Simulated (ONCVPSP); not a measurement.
Ag: excitation energies, all-electron against ONCV

* Element: Ag (Z = 47)
* Generator: ONCVPSP 4.0.1
* Type: optimised norm-conserving Vanderbilt (ONCV)
* Functional: LDA (Perdew-Wang 92)
* Relativity: fully relativistic
* Frozen core: [Ar] 3d10
* Valence charge: 19
* Reference configuration: 4s2 4p6 4d10 5s1
* Partial waves: 4s+5s: rc 1.25 bohr, ncon 4, nbas 8, qcut 10.1 1/bohr, 2 projectors; 4p: rc 0.90 bohr, ncon 4, nbas 8, qcut 9.9 1/bohr, 2 projectors, debl 1.1 Ha; 4d: rc 1.65 bohr, ncon 4, nbas 9, qcut 10.1 1/bohr, 1 projector
* Local potential: polynomial inside 0.70 bohr (lpopt 5, dvloc0 0 Ha)
* Core correction: none

Open shells are filled in proportion to 2j + 1.

In the p channel the program set the typed energies aside and used -2.096, 0.250 Ha (j = l + 1/2; the other j can differ).

Energies are relative to the spin-unpolarised reference configuration 4s2 4p6 4d10 5s1; without spin polarisation the order of configurations can differ from experiment.

```json
{"valence configuration": "4s2 4p6 4d9 5s0", "charge": "+2", "ΔE all-electron (eV)": "30.484", "error AE − PS (meV)": "+1.9"}
{"valence configuration": "4s2 4p6 4d8 5s0", "charge": "+3", "ΔE all-electron (eV)": "66.920", "error AE − PS (meV)": "+11"}
{"valence configuration": "4s2 4p6 4d9 5s1", "charge": "+1", "ΔE all-electron (eV)": "13.383", "error AE − PS (meV)": "+1.5"}
```

(1) What are ΔE and the potential's error for 4s2 4p6 4d10 5s0?

Note: ghosts flagged at negative energy: s at -116.4 eV; GHOST(+) flagged for p3/2 at 280.1 eV. A true bound ghost makes a file unfit for plane-wave use.

## Answers

(1) ΔE = 8.097 eV all-electron; the error (AE − PS) is +0.5 meV.
